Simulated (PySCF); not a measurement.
Stepwise substitution at one centre (Si Br-OH). Gas-phase values, no solvent. One relaxed conformer stands for each flexible species; it need not be the lowest. Strings in code marks are SMILES.

The T1 excitation (TDA) from two functionals at the same geometries (PBE0-D4/def2-TZVP), both in PySCF: PBE-D3(BJ)/def2-TZVP and PBE0-D4/def2-TZVP. Excitations are Tamm–Dancoff values on a coarser integration grid. The basis has no diffuse functions, so Rydberg states are missing or too high.

```json
[
 {"species": "1 of 4 Br replaced by OH", "PBE-D3(BJ)/def2-TZVP (eV)": "5.20"},
 {"species": "2 of 4 Br replaced by OH (`O[Si](O)(Br)Br` (H–O–Si–Br torsion -66°, Br–Si–O–H torsion -46°))", "PBE-D3(BJ)/def2-TZVP (eV)": "5.80"},
 {"species": "4 of 4 Br replaced by OH (`O[Si](O)(O)O`)", "PBE-D3(BJ)/def2-TZVP (eV)": "6.80"}
]
```

Task: What does PBE0-D4/def2-TZVP give for each?

Result: 
- 1 of 4 Br replaced by OH: 5.79
- 2 of 4 Br replaced by OH (`O[Si](O)(Br)Br` (H–O–Si–Br torsion -66°, Br–Si–O–H torsion -46°)): 6.37
- 4 of 4 Br replaced by OH (`O[Si](O)(O)O`): 7.81
Over these rows, drawn at random from the members with no instability flagged (it was tested for open shells, ions and some series alone), PBE minus PBE0-D4: mean -0.72 eV, from -1.02 eV to -0.57 eV.
